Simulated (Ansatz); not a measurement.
A displaced shape of singlet BeO:

```xyz
2

Be   -0.0215   -0.0361   -0.9193
O    -0.0345    0.0010    0.4823
```

It was optimised with PBE0/def2-SVP in Ansatz (development build ahead of 0.2.0) to forces under 0.001 eV/Å, with restricted orbitals. Each step stands on the lowest determinant of that kind that the program's search found.

Q: What shape does it relax to, and how does the optimisation go?

A:

```
atom    x (Å)    y (Å)    z (Å)
  Be  -0.0218  -0.0353  -0.8875
   O  -0.0342   0.0002   0.4504
```

Bond lengths: Be1–O2 1.338 Å.

```json
{"step": "1", "E − E(start) (eV)": "0.0000", "largest force (eV/Å)": "2.6318"}
{"step": "2", "E − E(start) (eV)": "-0.0788", "largest force (eV/Å)": "0.9759"}
{"step": "3", "E − E(start) (eV)": "-0.0890", "largest force (eV/Å)": "0.1419"}
{"step": "4", "E − E(start) (eV)": "-0.0892", "largest force (eV/Å)": "0.0042"}
{"step": "5", "E − E(start) (eV)": "-0.0892", "largest force (eV/Å)": "0.0000"}
```

The optimisation ended after 5 steps with its threshold met.
